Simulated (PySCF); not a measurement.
A mixed set of molecules. Computed, not measured: TDDFT PBE0/def2-SVPD, vertical, gas phase, core orbitals frozen in the response (PySCF 2.14.0, density-fitted response routines). Geometries: GFN2-xTB; one conformer of each isolated species. Triplets are in the Tamm–Dancoff approximation. Ions are computed without counter-ions or solvent.

Task: Rank by computed HOMO energy, lowest first.
A. `C(=S)(OCC#N)CC=C`
B. `CC#Cc1c[cH+]1`
C. `C#C[C@@H](C#[O+])CC`
D. `C(F)C(F)(F)Cl`
E. `C[S@](=O)c1cccnc1`
F. `CSc1cc(O)ccn1`
G. `CCC[C+](CF)C=C`

Result: G (-13.67 eV), C (-13.37 eV), B (-12.79 eV), D (-9.87 eV), E (-7.07 eV), A (-6.79 eV), F (-6.32 eV).

```csv
SMILES,HOMO (eV),S1 (eV),gap (eV),α (au),T1 (eV),f (S1),S1 mainly
C=C[C+](CF)CCC,-13.67,3.96,4.93,87.8,2.72,0.003,H-1→L (79%)
C#C[C@@H](C#[O+])CC,-13.37,4.31,5.65,66.3,4.03,0.001,H→L+1 (62%)
CC#Cc1c[cH+]1,-12.79,3.45,5.28,67.3,3.13,0.000,H→L (99%)
FCC(F)(F)Cl,-9.87,7.75,9.53,42.9,6.91,0.000,H→L (97%)
C[S@](=O)c1cccnc1,-7.07,4.69,5.85,99.0,4.07,0.018,H→L (62%)
C=CCC(=S)OCC#N,-6.79,3.05,4.77,103.4,2.63,0.000,H→L (98%)
CSc1cc(O)ccn1,-6.32,4.73,5.71,104.1,3.80,0.015,H→L (78%)
```

H and L stand for HOMO and LUMO.

- `C=C[C+](CF)CCC`: Löwdin shares by element: HOMO carbon 60% or more (atoms not listed hold the other 40%); LUMO carbon 75% or more (atoms not listed hold the other 25%).
- `C#C[C@@H](C#[O+])CC`: Löwdin shares by element: HOMO carbon 92% or more; LUMO carbon 53% or more, oxygen 32%, hydrogen 6% or more.
- `CC#Cc1c[cH+]1`: Löwdin shares by element: HOMO carbon 83% or more (atoms not listed hold the other 17%); LUMO carbon 78% or more (atoms not listed hold the other 22%).
- `FCC(F)(F)Cl`: Löwdin shares by element: HOMO (one of a set within 0.03 eV) chlorine 82%, fluorine 9% or more, carbon 5% or more; LUMO chlorine 52%, carbon 34%, fluorine 4% or more.
- `C[S@](=O)c1cccnc1`: Löwdin shares by element: HOMO oxygen 42%, sulfur 28%, carbon 14% or more (atoms not listed hold the other 16%); LUMO carbon 53% or more, nitrogen 20% (atoms not listed hold the other 28%).
- `C=CCC(=S)OCC#N`: S1 has the pattern of n→π* at C=S.
- `CSc1cc(O)ccn1`: Löwdin shares by element: HOMO sulfur 49%, carbon 27% or more (atoms not listed hold the other 24%); LUMO carbon 66% or more (atoms not listed hold the other 34%).
